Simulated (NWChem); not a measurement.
TaHSOF$_{2}$; SMILES [S]=[Ta]([OH])([F])[F]

```xyz
6

Ta     0.0076    -0.1644     0.0000
S      0.0781     1.9922     0.0000
F      0.8441    -0.7855     1.5582
F      0.8441    -0.7855    -1.5582
O     -1.7928    -0.6845     0.0000
H     -2.6567    -0.2599     0.0000
```
Atoms are numbered in this order, from 1.

Computed with NWChem. Medium grid unless said otherwise, to which SCAN and Minnesota functionals are sensitive. All runs use the structure optimised with PBE0/def2-SVP. def2 effective core potentials on Ta; no spin-orbit coupling.

Task: Among these, which level gives the highest value of “dipole (D)”?
A. M06/def2-SVP
B. LC-wPBE (HJS exchange hole, range parameter 0.4 per bohr)/def2-SVP
C. LDA (Slater exchange, PW92)/def2-SVP
D. B3LYP/def2-SVP

Result: B, LC-wPBE (HJS exchange hole, range parameter 0.4 per bohr)/def2-SVP. Values: M06/def2-SVP 2.77; B3LYP/def2-SVP 2.83; LDA (Slater exchange, PW92)/def2-SVP 2.85; LC-wPBE (HJS exchange hole, range parameter 0.4 per bohr)/def2-SVP 3.10
